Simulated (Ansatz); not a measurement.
Consider the cleavage of the Si–Si bond: `C[SiH2][SiH2]C=N` + `CBS` → `CBS[SiH2]C` + `N=C[SiH3]`.

Computed with Ansatz on PBE0-D4/def2-TZVP structures; ΔE is electronic, products minus reactants. CBS: MP2 limit from def2 TZ/QZ plus the TZ coupled-cluster correction, frozen cores. DFT in def2-TZVPP. One conformer a species, not always the lowest.

CCSD(T)/CBS gives -51.3 kJ/mol.

Question: Another level gave -47.3 kJ/mol. Which?
A. ωB97M-V/def2-TZVPP
B. PBE0-D4/def2-TZVPP
C. r2SCAN/def2-TZVPP
D. HF/def2-TZVPP

Answer: C. r2SCAN -47.3, PBE0-D4 -41.9, HF/def2-TZVPP -58.3, ωB97M-V -51.8 kJ/mol.

Largest T1 diagnostic among the species: 0.013.

From PBE to PBE0 (25 % exact exchange), in def2-TZVPP and without D4, ΔE moves by −3.9 kJ/mol.
